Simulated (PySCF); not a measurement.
**Static response to an electric field**

Compound: C4H6F3PSi.
Cartesian coordinates in Å at the GFN2-xTB level; atoms count from 1:
```
atom  x, y, z in Å
F1    -1.589   -0.229   -1.456
C2    -2.459   -0.193   -0.436
F3    -3.124    0.968   -0.544
F4    -3.360   -1.164   -0.686
C5    -1.802   -0.357    0.907
P6    -0.762    1.182    1.328
C7     0.462    0.926    0.261
C8     1.510    0.777   -0.480
Si9    3.065   -0.173    0.051
H10   -1.192   -1.261    0.894
H11   -2.592   -0.463    1.654
H12    1.525    1.180   -1.485
H13    3.244   -1.276   -0.897
H14    2.881   -0.673    1.412
H15    4.188    0.763   -0.026
```

Level: B3LYP/def2-SVPD (PySCF), static field, nuclei fixed, core orbitals frozen in the response. The polarisability tensor in these axes (au):

```
x   149.92  -2.65 -20.56
y    -2.65  87.38   4.61
z   -20.56   4.61  95.41
```

Problem. What are the eigenvalues, a third of the trace, and Δα (Δα² = ½Σ(αi − αj)² over the three pairs)?

Solution. Principal values 84.25, 91.43 and 157.03 au; mean 110.90 au = 16.43 Å³ = 18.29 × 10⁻⁴⁰ C²·m²/J; Δα = 69.47 au (63 % of the mean).

Problem. What is the dipole moment, and where does it point?

Solution. (2.04, -0.87, 1.01) D, 2.43 D in size, pointing from the negative to the positive side. Measured along this direction, the outermost atoms are F3 at the negative end and H14 and H15 at the positive end.

Problem. Estimate the molar refractivity from the static electronic polarisability.

Solution. Lorentz–Lorenz: R = (4π/3)N_A α = 2.5225 cm³/(mol·Å³) × 16.43 Å³ = 41.5 cm³/mol, in the limit of long wavelengths.

Problem. How large is μ²/3kT at 273 K beside α?

Solution. In Gaussian units μ²/3kT = 52.42 Å³ against 16.43 Å³, a ratio of 3.19; the Debye molar polarisation (4π/3)N_A(α + μ²/3kT) is 173.7 cm³/mol, leaving out the vibrational part.

Problem. Find the Langevin capture rate constant for NH4+ (18.034 u) meeting this molecule (169.993 u), k = 2.342 × 10⁻⁹ cm³/s × √(α in Å³ / reduced mass in u).

Solution. The reduced mass is 16.30 u, so k = 2.35 × 10⁻⁹ cm³/s. The formula leaves out the permanent dipole, which adds to the capture rate.

Problem. Rayleigh depolarisation ratio (linearly polarised light, static tensor)?

Solution. ρ = 3Δα²/(45ᾱ² + 4Δα²) = 14478.5/(553466 + 19304.7) = 0.0253.

Geometry: GFN2-xTB, one conformer, isolated molecule.
